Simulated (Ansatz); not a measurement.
`BN` and `N[BH][GeH3]` differ in one atom or group.

Ansatz, PBE0-D4/def2-TZVP geometries, multiplicity 1. Each molecule was computed in one conformer, which needn't be the lowest.

Scalar relativity is left out up to krypton.

```tsv
property	`BN`
LUMO energy (PBE0/def2-TZVPP) / eV	0.23
zero-point energy (PBE0-D4/def2-TZVP) / kJ/mol	126.3
HOMO–LUMO gap (B3LYP/def2-TZVPP) / eV	8.41
HOMO–LUMO gap (PBE0/def2-TZVPP) / eV	8.92
LUMO energy (ωB97M-V/def2-TZVPP) / eV	2.06
size of the dipole moment (ωB97M-V/def2-TZVPP) / D	1.97
```

Q: What does the change do to each property? (Estimate.)

A: The calculation gave: 
```csv
property,`N[BH][GeH3]`,shift
LUMO energy (PBE0/def2-TZVPP) / eV,-0.44,-0.67
zero-point energy (PBE0-D4/def2-TZVP) / kJ/mol,166.4,40.1
HOMO–LUMO gap (B3LYP/def2-TZVPP) / eV,6.98,-1.43
HOMO–LUMO gap (PBE0/def2-TZVPP) / eV,7.37,-1.55
LUMO energy (ωB97M-V/def2-TZVPP) / eV,1.49,-0.57
size of the dipole moment (ωB97M-V/def2-TZVPP) / D,2.62,0.65
```

With PBE0 the HOMO rises by 0.89 eV and the LUMO falls by 0.67 eV, so the gap narrows by about 1.56 eV. PBE moves the HOMO by 0.73 eV and ωB97M-V by 1.16 eV. The zero-point energy changes by 40.1 kJ/mol with +9 modes. Dipoles are sizes alone; their direction can turn.

B3LYP here is the variant with VWN-RPA as its local correlation; programs differ in this.
